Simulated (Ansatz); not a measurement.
`C=C[SiH2][SiH2]O`, relaxed with RKS PBE0-D4/def2-TZVP in the Gaussian-basis code of Ansatz from a PBE-D4/def2-SVP geometry. The force threshold is 0.005 eV/Å; the program also tests the step.

Total charge 0; spin multiplicity 1.

Start:

```xyz
13

C     0.816   -0.848   -2.200
C     0.177    0.066   -1.440
Si    0.809    0.717    0.210
Si   -0.634   -0.001    1.939
O    -2.232    0.434    1.593
H     1.794   -1.268   -1.908
H     0.394   -1.212   -3.153
H    -0.800    0.444   -1.800
H     0.836    2.225    0.192
H     2.210    0.204    0.439
H    -0.481   -1.496    2.123
H    -0.312    0.673    3.241
H    -2.578    0.062    0.764
```

```
step  energy (eV)  largest force (eV/Å)  largest move (Å)
   1  -19997.8267                 0.641             0.000
   2  -19997.8835                 0.408             0.061
   3  -19997.8882                 0.210             0.050
   4  -19997.8939                 0.090             0.031
   5  -19997.8947                 0.108             0.011
   6  -19997.8956                 0.031             0.030
   7  -19997.8961                 0.025             0.082
   8  -19997.8964                 0.012             0.021
   9  -19997.8965                 0.009             0.008
  10  -19997.8967                 0.026             0.038
  11  -19997.8969                 0.034             0.035
  12  -19997.8971                 0.063             0.066
  13  -19997.8972                 0.042             0.009
  14  -19997.8973                 0.031             0.014
  15  -19997.8974                 0.012             0.019
  16  -19997.8975                 0.025             0.030
  17  -19997.8975                 0.026             0.017
  18  -19997.8975                 0.014             0.001
  19  -19997.8975                 0.002             0.002
  20  -19997.8975                 0.002             0.008
  21  -19997.8975                 0.002             0.009
```

End:

```xyz
13

C     0.694   -0.838   -2.130
C     0.185    0.168   -1.423
Si    0.860    0.740    0.219
Si   -0.614    0.028    1.908
O    -2.191    0.235    1.443
H     1.577   -1.379   -1.802
H     0.258   -1.162   -3.071
H    -0.698    0.671   -1.816
H     0.986    2.225    0.224
H     2.209    0.140    0.425
H    -0.331   -1.408    2.208
H    -0.466    0.809    3.163
H    -2.469   -0.229    0.652
```

Hardware: 4 threads of a server CPU on a shared host. Wall time 61 s, peak host memory 0.63 GiB.
